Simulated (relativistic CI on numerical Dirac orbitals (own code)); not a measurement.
Computed by Dirac-Coulomb-Breit CI, separate exchange-only KLI orbitals for each configuration, model QED, unscaled Slater integrals (own radial code, finite nucleus).

Configurations in the expansion (outside the closed core [Ne]): 3s2.3p6.3d7, 3s2.3p5.3d8, 3s2.3p4.3d9, 3s.3p6.3d8, 3p6.3d9, 3s.3p5.3d9, 3s2.3p6.3d6.4s, 3s2.3p6.3d6.4p, 3s2.3p4.3d8.4s, 3s2.3p6.3d6.4d, 3s2.3p4.3d8.4p, 3s2.3p5.3d7.4s, 3s2.3p6.3d6.4f, 3s2.3p4.3d8.4d, 3s.3p5.3d8.4s, 3s2.3p5.3d7.4p, 3s.3p5.3d8.4p, 3s2.3p5.3d7.4d, 3s2.3p6.3d5.4s2, 3s.3p5.3d8.4d, 3s.3p6.3d7.4s, 3p6.3d8.4s, 3s2.3p5.3d7.4f, 3s2.3p6.3d5.4s.4p, 3p6.3d8.4p, 3s2.3p6.3d6.5s, 3s.3p6.3d7.4p, 3s2.3p6.3d5.4p2, 3s2.3p6.3d6.5p, 3p6.3d8.4d, 3s2.3p5.3d6.4s2, 3s2.3p6.3d6.5d, 3s2.3p6.3d6.5f, 3s.3p6.3d6.4s2, 3s2.3p5.3d7.5s, 3s2.3p6.3d6.6s. Levels of other configurations are missing.

At this charge energies of transitions that change n are usually good to better than 1 %, and those within a shell (Δn = 0) to a few per cent.

Outline of the computed level scheme of Os LII. Lowest level of each configuration: 3s2.3p6.3d7 4F_9/2 at 0.000 eV; 3s2.3p5.3d8 4G°_11/2 at 430.569 eV.

Some strong electric-dipole decays among the lowest 45 levels: 3s2.3p5.3d8 4D°_7/2 → 3s2.3p6.3d7 4F_9/2 (2.3e+12 s⁻¹); 3s2.3p5.3d8 2G°_7/2 → 3s2.3p6.3d7 4F_9/2 (1.9e+12 s⁻¹); 3s2.3p5.3d8 4S°_3/2 → 3s2.3p6.3d7 4P_5/2 (1.9e+12 s⁻¹); 3s2.3p5.3d8 2G°_9/2 → 3s2.3p6.3d7 2H_11/2 (1.7e+12 s⁻¹); 3s2.3p5.3d8 2P°_3/2 → 3s2.3p6.3d7 2D_5/2 (1.6e+12 s⁻¹); 3s2.3p5.3d8 2P°_1/2 → 3s2.3p6.3d7 2P_3/2 (1.4e+12 s⁻¹); 3s2.3p5.3d8 4D°_5/2 → 3s2.3p6.3d7 4F_7/2 (1.3e+12 s⁻¹); 3s2.3p5.3d8 2G°_7/2 → 3s2.3p6.3d7 2H_9/2 (1.2e+12 s⁻¹).

LS names give the leading component of a level, which can be under half, so a name can repeat, a term be missing and a line seem to break the LS rules.
